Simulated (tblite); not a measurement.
A geometry optimisation, step by step.

Species: C₅H₁₁BN₂O.
Numbering: `[CH2:1]=[C:2]([CH3:3])[CH2:4][N:5]([BH:6][NH2:7])[CH:8]=[O:9]` (hydrogens: H10, H11 on C1; H12, H13, H14 on C3; H15, H16 on C4; H17 on B6; H18, H19 on N7; H20 on C8)

Computed with GFN2-xTB (tblite), gas phase: L-BFGS steps from a force-field or distance-geometry start until the largest atomic force falls under 0.01 eV/Å. 5 of its 185 geometries are shown.

Step 0: E = -745.8179 eV, largest atomic force 4.647 eV/Å
```
atom  x, y, z in Å  |  force x, y, z in eV/Å
C1     -1.414   -0.999    1.550    0.113   0.824  -1.420
C2     -1.227   -0.278    0.417   -0.290  -1.314   1.988
C3     -1.750   -0.830   -0.851   -0.692   0.018  -1.150
C4     -0.478    1.019    0.497   -0.279   1.015   0.195
N5      0.723    0.993   -0.305    1.146   0.998  -2.684
B6      2.058    0.522    0.280   -1.623  -2.042   0.518
N7      2.290   -0.988    0.109    0.404   1.658   0.901
C8      0.735    1.409   -1.673    4.314  -1.537   0.786
O9      1.835    1.355   -2.323   -3.502   0.240   2.225
H10    -1.967   -1.945    1.529    0.422   0.610   0.254
H11    -1.022   -0.570    2.454   -0.168  -0.466   0.333
H12    -1.774   -0.076   -1.661    0.165  -0.407   0.381
H13    -1.162   -1.702   -1.193   -0.232   0.525   0.157
H14    -2.801   -1.167   -0.705    0.694   0.114  -0.094
H15    -1.107    1.871    0.137    0.130  -0.508   0.093
H16    -0.248    1.252    1.580    0.068  -0.271  -1.023
H17     2.428    1.067    1.294    0.211   0.069  -0.955
H18     3.300   -1.249    0.178   -1.261   0.125   0.258
H19     1.723   -1.431    0.874    0.866   0.311  -1.225
H20    -0.147    1.756   -2.192   -0.488   0.036   0.460
```

Step 46: E = -747.8597 eV, largest atomic force 0.052 eV/Å
```
atom  x, y, z in Å  |  force x, y, z in eV/Å
C1     -1.396   -0.981    1.600    0.006   0.003  -0.013
C2     -1.225   -0.302    0.476    0.013   0.014   0.007
C3     -1.730   -0.812   -0.844    0.018   0.010   0.011
C4     -0.490    1.020    0.453    0.009   0.003  -0.023
N5      0.740    0.950   -0.314    0.007   0.013   0.003
B6      1.977    0.477    0.372    0.004   0.017   0.023
N7      2.245   -0.868    0.386    0.015  -0.001  -0.004
C8      0.789    1.346   -1.591   -0.009   0.008   0.006
O9      1.756    1.266   -2.315   -0.003  -0.016   0.031
H10    -1.931   -1.917    1.612    0.012  -0.005   0.028
H11    -1.018   -0.632    2.545   -0.015   0.007  -0.009
H12    -1.777   -0.017   -1.582   -0.009   0.005   0.006
H13    -1.066   -1.586   -1.228    0.011   0.013  -0.024
H14    -2.721   -1.249   -0.734    0.019  -0.006   0.011
H15    -1.139    1.784    0.007   -0.012  -0.006   0.019
H16    -0.241    1.320    1.476   -0.026   0.013  -0.034
H17     2.663    1.253    0.920   -0.002  -0.049   0.004
H18     3.057   -1.286    0.809   -0.004   0.019  -0.002
H19     1.670   -1.534   -0.102   -0.008  -0.048  -0.017
H20    -0.170    1.780   -1.948   -0.026   0.007  -0.023
```

Step 92: E = -748.0335 eV, largest atomic force 0.219 eV/Å
```
atom  x, y, z in Å  |  force x, y, z in eV/Å
C1     -1.351   -0.743    1.699    0.017  -0.034  -0.051
C2     -1.224   -0.158    0.520    0.020   0.029  -0.090
C3     -1.629   -0.811   -0.769   -0.128   0.031   0.039
C4     -0.558    1.194    0.395    0.005   0.033  -0.062
N5      0.748    0.997   -0.211   -0.037  -0.140  -0.097
B6      1.720    0.217    0.591    0.082   0.137  -0.077
N7      2.242   -0.924    0.032   -0.104   0.025   0.128
C8      0.892    1.184   -1.536    0.080   0.154   0.010
O9      1.874    0.913   -2.194   -0.202  -0.028   0.079
H10    -1.778   -1.726    1.798   -0.013  -0.009   0.048
H11    -1.020   -0.262    2.604   -0.076  -0.026   0.011
H12    -2.553   -0.368   -1.153    0.095  -0.054   0.091
H13    -0.870   -0.696   -1.538    0.111   0.146   0.022
H14    -1.779   -1.875   -0.622   -0.159  -0.092   0.044
H15    -1.151    1.872   -0.225   -0.052  -0.014  -0.101
H16    -0.448    1.646    1.381    0.119   0.009   0.060
H17     1.988    0.603    1.664   -0.069  -0.153   0.015
H18     2.876   -1.567    0.467    0.132   0.059   0.050
H19     2.006   -1.177   -0.912    0.077  -0.033  -0.131
H20     0.011    1.692   -1.994    0.103  -0.040   0.011
```

Step 138: E = -748.2790 eV, largest atomic force 0.079 eV/Å
```
atom  x, y, z in Å  |  force x, y, z in eV/Å
C1     -1.681   -0.666    1.762    0.033   0.007  -0.023
C2     -1.392   -0.195    0.561   -0.019   0.027  -0.018
C3     -1.931   -0.798   -0.700   -0.006  -0.004  -0.014
C4     -0.507    1.014    0.370    0.019   0.011  -0.010
N5      0.749    0.652   -0.275   -0.024   0.040   0.003
B6      1.715   -0.138    0.490   -0.018   0.034   0.029
N7      2.920   -0.487   -0.071    0.028   0.007   0.018
C8      0.964    1.070   -1.537   -0.037  -0.003  -0.019
O9      1.939    0.846   -2.222   -0.032   0.003   0.008
H10    -2.301   -1.535    1.898   -0.005   0.024   0.010
H11    -1.304   -0.196    2.652    0.005  -0.024   0.075
H12    -2.813   -0.240   -1.020    0.029  -0.026  -0.030
H13    -1.191   -0.746   -1.495    0.007  -0.028  -0.009
H14    -2.217   -1.836   -0.548   -0.008   0.049  -0.005
H15    -1.027    1.755   -0.249    0.008  -0.034  -0.005
H16    -0.280    1.474    1.335   -0.038  -0.023   0.034
H17     1.438   -0.440    1.584   -0.019   0.001   0.017
H18     3.640   -0.991    0.411    0.043  -0.053  -0.013
H19     3.148   -0.213   -1.014    0.010   0.000  -0.040
H20     0.126    1.682   -1.937    0.025  -0.006  -0.008
```

Step 184: E = -748.2986 eV, largest atomic force 0.010 eV/Å
```
atom  x, y, z in Å  |  force x, y, z in eV/Å
C1     -1.707   -0.714    1.740   -0.007   0.003   0.000
C2     -1.394   -0.203    0.561    0.000  -0.002   0.002
C3     -1.868   -0.786   -0.734    0.002  -0.001   0.003
C4     -0.510    1.015    0.432    0.001  -0.006   0.001
N5      0.743    0.686   -0.234    0.000   0.004   0.000
B6      1.751   -0.067    0.515   -0.007   0.006   0.001
N7      2.926   -0.442   -0.092    0.007  -0.004  -0.002
C8      0.885    1.039   -1.526   -0.009   0.003   0.002
O9      1.829    0.797   -2.247   -0.003   0.002   0.007
H10    -2.333   -1.585    1.833   -0.003   0.002   0.000
H11    -1.355   -0.281    2.661   -0.002   0.001  -0.006
H12    -2.480   -0.063   -1.273    0.002   0.003   0.000
H13    -1.017   -1.038   -1.366   -0.001   0.001   0.000
H14    -2.457   -1.683   -0.565    0.004  -0.004   0.000
H15    -1.032    1.785   -0.148    0.007  -0.005   0.001
H16    -0.289    1.419    1.423    0.004  -0.002  -0.005
H17     1.522   -0.327    1.633    0.003   0.000   0.001
H18     3.665   -0.951    0.357    0.003   0.000   0.002
H19     3.100   -0.205   -1.059   -0.001  -0.003  -0.006
H20     0.017    1.614   -1.915    0.001   0.002  -0.002
```

**Question.** Summarise the path.

**Answer.** The energy falls by 57.20 kcal/mol from step 0 to step 184; nine tenths of that is first reached at step 95. It rises by more than 0.2 meV at step 64. The largest force goes from 4.647 to 0.010 eV/Å. Among the bonds B6–N7 changes most, from 1.537 to 1.375 Å; the atoms move by 0.859 Å rms after alignment.

**Question.** Follow the three bonds and two angles with the largest change from start to end.

**Answer.** 
```tsv
step	E above end (kcal/mol)	largest force (eV/Å)	B6–N7 (Å)	N5–C8 (Å)	N5–B6 (Å)	B6–N7–H19 (°)	B6–N7–H18 (°)
0	57.20	4.647	1.537	1.430	1.533	104.5	112.5
8	29.42	1.044	1.431	1.334	1.477	113.3	118.5
16	13.59	0.518	1.380	1.336	1.481	126.0	118.7
24	10.59	0.109	1.373	1.337	1.496	123.3	123.6
32	10.36	0.095	1.372	1.336	1.492	124.1	122.8
40	10.21	0.054	1.372	1.337	1.494	123.0	123.8
48	10.10	0.057	1.372	1.337	1.492	122.4	124.8
56	9.93	0.066	1.372	1.338	1.491	123.9	123.1
64	9.70	0.439	1.375	1.340	1.495	124.3	123.7
72	8.75	0.177	1.372	1.338	1.487	122.2	124.9
80	7.74	0.152	1.372	1.341	1.488	122.4	124.2
88	6.69	0.182	1.375	1.341	1.478	122.0	125.1
96	5.32	0.261	1.376	1.343	1.481	120.5	126.6
104	2.76	0.276	1.376	1.351	1.470	121.3	124.1
112	1.15	0.136	1.375	1.347	1.463	121.3	123.6
120	0.84	0.086	1.376	1.348	1.464	121.4	124.1
128	0.63	0.066	1.376	1.348	1.464	120.6	124.4
136	0.50	0.073	1.374	1.346	1.464	120.3	124.5
144	0.30	0.046	1.375	1.347	1.464	120.1	124.8
152	0.15	0.160	1.376	1.347	1.463	120.6	124.9
160	0.06	0.042	1.376	1.348	1.464	120.8	124.6
168	0.02	0.022	1.375	1.347	1.464	120.4	124.8
176	0.01	0.024	1.375	1.347	1.464	120.5	124.7
184	0.00	0.010	1.375	1.348	1.464	120.5	124.7
```

What follows is the cost of the whole relaxation. On one thread of an Arm Neoverse N1, shared host with 64 logical CPUs at a one-minute load of 59, this took 2.3 s.
